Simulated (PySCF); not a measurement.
# Ar²⁺ (argon, charge +2): UHF calculation

Configuration: [Ne] 3s1 3p5, high-spin 3P determinant (an excited configuration). Calculation: PySCF 2.14, in def2-TZVPPD; no relativity, point nucleus.

```json
{
  "Total energy": "-524.671956 hartree",
  "One-electron energy": "-708.4053 hartree",
  "Hartree (Coulomb) energy": "213.0598 hartree",
  "Exchange energy": "-29.3265 hartree",
  "Kinetic energy": "524.68869 hartree",
  "⟨S²⟩": "2.0058",
  "⟨L²⟩": "2.013",
  "Sum of ⟨r⟩": "11.95 bohr",
  "Sum of ⟨r²⟩": "16.22 bohr²",
  "Traceless quadrupole moment −½Σ⟨3z² − r²⟩ along its main axis": "0.966 e·bohr²",
  "Density at the nucleus (Gaussians lack the cusp)": "3690 bohr⁻³",
  "Spin density at the nucleus": "15.7 bohr⁻³",
  "Langevin diamagnetic susceptibility": "-12.8 ×10⁻⁶ cm³/mol"
}
```

| shell | electrons | mean orbital energy (eV) | spread (eV) | rms radius, mean of both spins (bohr) |
| --- | --- | --- | --- | --- |
| 1s α | 1 | -3260.2 | 0 | 0.0998 |
| 1s β | 1 | -3258.8 | 0 | 0.0998 |
| 2s α | 1 | -367.24 | 0 | 0.449 |
| 2s β | 1 | -365.29 | 0 | 0.449 |
| 2p α | 3 | -292.61 | 0.842 | 0.417 |
| 2p β | 3 | -291.09 | 0.787 | 0.417 |
| 3s α | 1 | -64.594 | 0 | 1.42 |
| 3p α | 3 | -44.390 | 2.308 | 1.60 |
| 3p β | 2 | -38.509 | 0 | 1.60 |

Spin-orbit constants ζ (cm⁻¹) from the X2C one-electron operator on these orbitals (non-relativistic here): bare nucleus, nucleus screened by l(l+1)(2l+1)/3 electrons, and screened by the Breit-Pauli mean field of the electrons.

| shell | bare | screened nucleus | mean field |
| --- | --- | --- | --- |
| 2p | 12870 | 11440 | 10780 |
| 3p | 1270 | 1129 | 1057 |

To first order the Landé constant is A = -528.6 cm⁻¹, so the lowest level has J = 2 and lies 0.0655 eV below the centre of the term. This holds in LS coupling only.
